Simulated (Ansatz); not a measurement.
Cost and result up the ladder for Si₃Ge₃ (6 atoms). Total charge 0; singlet. Geometry: PBE0-D4/def2-SVP.

```xyz
6

Si    0.5961   -0.4287   -0.0308
Si   -1.3331   -0.5775   -1.5198
Si   -1.5557    0.9738    0.1992
Ge    2.0346    0.5063    1.5999
Ge   -0.3413   -2.5300   -0.6466
Ge    0.5994    2.0561    0.3981
```

Ansatz on 4 threads of Arm Neoverse V2 on a shared host. Times are rough, and most runs start from the orbitals of an earlier one. No level here is sound enough to serve as a yardstick. Binding counts from free atoms at the same level (Si triplet, Ge triplet; other spins of the atoms weren't run), without zero-point energy or a counterpoise term.

B3LYP takes the VWN-RPA correlation. Correlated methods freeze 42 core orbitals; core or outer-core shells of Ge are correlated, in sets that lack core-valence functions. The rows differ in basis, and correlated rows in double-zeta sets carry the largest basis error. Another isomer (singlet) lies 1.69 eV lower at PBE0-D4/def2-TZVP; other spin states weren't run for this one.

Correlated methods converge slowly with the basis, most of all in double-zeta sets.

```json
{"level": "PBE-D4/def2-TZVP (with forces)", "functions": "255", "binding energy per atom (eV)": "3.21", "remarks": "restricted SCF unstable in HF"}
{"level": "PBE0-D4/def2-TZVP", "functions": "255", "binding energy per atom (eV)": "3.04", "remarks": "restricted SCF unstable in HF"}
{"level": "B3LYP-D4/def2-TZVP", "functions": "255", "binding energy per atom (eV)": "2.90", "remarks": "restricted SCF unstable in HF"}
{"level": "BLYP-D4/def2-TZVP", "functions": "255", "binding energy per atom (eV)": "2.99", "remarks": "restricted SCF unstable in HF"}
{"level": "r2SCAN-D4/def2-TZVP", "functions": "255", "binding energy per atom (eV)": "3.09", "remarks": "restricted SCF unstable in HF"}
{"level": "CCSD(T)/def2-SVP", "functions": "150", "binding energy per atom (eV)": "2.55", "remarks": "large T1 (0.026), restricted SCF unstable"}
```

(1) Estimate how long each takes.

## Answers

(1) BLYP-D4/def2-TZVP 4.8 s; PBE-D4/def2-TZVP (with forces) 5.5 s; B3LYP-D4/def2-TZVP 11 s; r2SCAN-D4/def2-TZVP 12 s; PBE0-D4/def2-TZVP 14 s; CCSD(T)/def2-SVP 35 s. On shared hardware such times vary by a factor of up to 3.
